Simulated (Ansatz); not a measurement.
The first iterations of a band of ClFGeH2 + H2O (8 atoms, charge 0, multiplicity 1).

All numbers below come from RKS BHLYP-D4/def2-SVP (Ansatz).

```yaml
movable_images: 5
climbing_image: yes
spring: 5.0 eV/Å²
optimiser: quadratic models (default)
start_path: through a guess of the saddle point
force_threshold: 0.5 eV/Å
iteration_limit: 60
end_points: relaxed
```

Initial state:

```xyz
8
Properties=species:S:1:pos:R:3
Ge -0.116 0.237 -0.151
F -0.250 0.133 1.577
H 1.329 0.093 -0.569
H -0.799 1.551 -0.506
Cl -1.341 -1.338 -0.954
O 1.101 -2.181 1.065
H 0.406 -2.773 0.781
H 0.728 -1.724 1.819
```

Final state:

```xyz
8
Properties=species:S:1:pos:R:3
Ge -0.069 -0.399 -0.312
F 0.989 0.125 2.314
H 1.275 0.177 -0.712
H -1.113 0.569 0.210
Cl -0.903 -1.413 -2.032
O 0.176 -1.709 0.875
H -0.080 -2.587 0.596
H 0.783 -0.764 2.124
```

| iteration | highest image above the first end (eV) | largest band force component (eV/Å) |
| --- | --- | --- |
| 1 | 3.843 | 5.119 |
| 2 | 1.987 | 2.723 |
| 3 | 1.243 | 3.310 |

**Question.** Does the band converge within its limit, and where does its top end?

**Answer.** The run converged. It ended after 11 iterations with the highest image 0.883 eV above the first end. The threshold of 0.5 eV/Å is loose, so the images may lie well off the minimum-energy path. The order of the stationary point at the top wasn't checked. The orbitals stay closed-shell, which can raise the energy where a bond breaks towards radicals; this wasn't checked here.

Run time: 4.1 min on 2 threads of Arm Neoverse N1 (shared host), peak memory 0.25 GiB.
